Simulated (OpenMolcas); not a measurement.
# What dynamic correlation does to the levels of Mn3+

- Program: OpenMolcas
- Basis: ANO-R2 [7s4p4d2f1g]
- Scalar Hamiltonian: X2C, finite nucleus
- Active space: 4 electrons in 5 orbitals (3d)
- State averaging: 2S+1 = 5 even, 5 roots; 2S+1 = 3 even, 45 roots; 2S+1 = 1 even, 50 roots
- Spin-orbit coupling: state interaction with AMFI integrals over the reference wave functions, term energies averaged over their components

Methods on the same reference wave functions:
A. CASSCF
B. SS-CASPT2, IPEA 0.25 Eh, imaginary shift 0.1 Eh (closed shells correlated: 3s 3p)
C. MS-CASPT2, IPEA 0.25 Eh, imaginary shift 0.1 Eh (closed shells correlated: 3s 3p)

Energies in cm⁻¹ above 3d⁴ ⁵D₀, the measured ground level; measured values from Corliss and Sugar, J. Phys. Chem. Ref. Data 6, 1253 (1977).

```json
{"Level": "3d⁴ ⁵D₀", "A": "0.0", "B": "0.0", "C": "0.0", "Measured": "0.0"}
{"Level": "3d⁴ ⁵D₁", "A": "99.5", "B": "101", "C": "101", "Measured": "99.0"}
{"Level": "3d⁴ ⁵D₂", "A": "294", "B": "298", "C": "298", "Measured": "287"}
{"Level": "3d⁴ ⁵D₃", "A": "578", "B": "582", "C": "583", "Measured": "552"}
{"Level": "3d⁴ ⁵D₄", "A": "941", "B": "944", "C": "945", "Measured": "886"}
{"Level": "3d⁴ ³H₄", "A": "23839", "B": "21720", "C": "21720", "Measured": "21281"}
{"Level": "3d⁴ ³H₅", "A": "24045", "B": "21930", "C": "21930", "Measured": "21475"}
{"Level": "3d⁴ ³H₆", "A": "24277", "B": "22180", "C": "22180", "Measured": "21679"}
{"Level": "3d⁴ ³P₀(1)", "A": "25710", "B": "20960", "C": "20940", "Measured": "20654"}
{"Level": "3d⁴ ³P₁(1)", "A": "26297", "B": "21560", "C": "21550", "Measured": "21279"}
{"Level": "3d⁴ ³P₂(1)", "A": "27357", "B": "22610", "C": "22610", "Measured": "22325"}
{"Level": "3d⁴ ³F₂(1)", "A": "27424", "B": "23250", "C": "23240", "Measured": "22791"}
{"Level": "3d⁴ ³F₃(1)", "A": "27492", "B": "23320", "C": "23320", "Measured": "22862"}
{"Level": "3d⁴ ³F₄(1)", "A": "27605", "B": "23440", "C": "23440", "Measured": "22959"}
{"Level": "3d⁴ ³G₃", "A": "30036", "B": "26110", "C": "26120", "Measured": "25440"}
{"Level": "3d⁴ ³G₄", "A": "30286", "B": "26370", "C": "26370", "Measured": "25671"}
{"Level": "3d⁴ ³G₅", "A": "30497", "B": "26590", "C": "26600", "Measured": "25878"}
{"Level": "3d⁴ ¹I₆", "A": "35827", "B": "32840", "C": "32840", "Measured": ""}
{"Level": "3d⁴ ¹G₄(1)", "A": "37784", "B": "32240", "C": "32240", "Measured": ""}
{"Level": "3d⁴ ³D₃", "A": "38767", "B": "32280", "C": "32280", "Measured": "31385"}
{"Level": "3d⁴ ³D₂", "A": "38849", "B": "32360", "C": "32360", "Measured": "31474"}
{"Level": "3d⁴ ³D₁", "A": "38938", "B": "32450", "C": "32450", "Measured": "31581"}
{"Level": "3d⁴ ¹S₀(1)", "A": "43847", "B": "34770", "C": "34770", "Measured": ""}
{"Level": "3d⁴ ¹D₂(1)", "A": "46873", "B": "40970", "C": "40970", "Measured": ""}
```

Deviations, from unrounded energies. A percentage is the sum of absolute deviations over the sum of measured energies, with the sign that they share, or ± where signs differ.

```csv
Against measurement,Levels,A,B,C
mean absolute deviation (cm-1),19,3800,450,450
fine structure of the ground term (%),4,+4.9,+5.6,+5.6
other terms of the ground configuration (%),15,+19.7,+2.3,+2.3
```

B, C lie about equally close to measurement and A furthest from it. The largest miss of C in the table is 3d⁴ ³D₃, by +890 cm-1. The ranking rests on the paired levels alone, and a cruder setting can come out closer through cancelling errors.

Between B and C the level of the table that moves most is 3d⁴ ³P₀(1), by 12 cm-1 (lowest in C, highest in B). Moves below CASPT2's spread within the term are not significant.

The two smallest mean deviations differ by little beside CASPT2's spread within terms, so their order carries little weight.

From A to B the spin-free energies of the other terms of 3d⁴ shown, above ⁵D, scale by factors of 0.79 to 0.92, as is usual when dynamic correlation screens the repulsion within a d or f shell.

The lowest spin-free term lies below A's lowest term by 0.373 hartree in B, 0.373 hartree in C.

CASPT2 does not keep the components of a term degenerate, so their means are used; among the terms shown or strongly mixed into the levels shown the widest spread is 1200 cm-1 (3d⁴ ¹I, C). The CASPT2 spread within a term exceeds the gap to the next term for 3d⁴ ¹G(1) and 3d⁴ ³D, so the order of their levels is uncertain (figures for B; the like holds for C). Without dynamic correlation excited terms often stand tens of per cent too high (terms of higher spin than the ground term too low), and those without a measured partner can miss by more than the paired ones (holds for A). Computed and measured levels are paired by configuration, term and J; levels that our copy of the source lacks, or whose pairing is in doubt (as where it misses far off the trend of its configuration), stay unpaired and out of the deviations. Only configurations of the active space appear. The table leaves out levels that lie high or whose names do not pair safely across all columns.

A number in round brackets counts repeated terms of one configuration in the order of the reference energies.
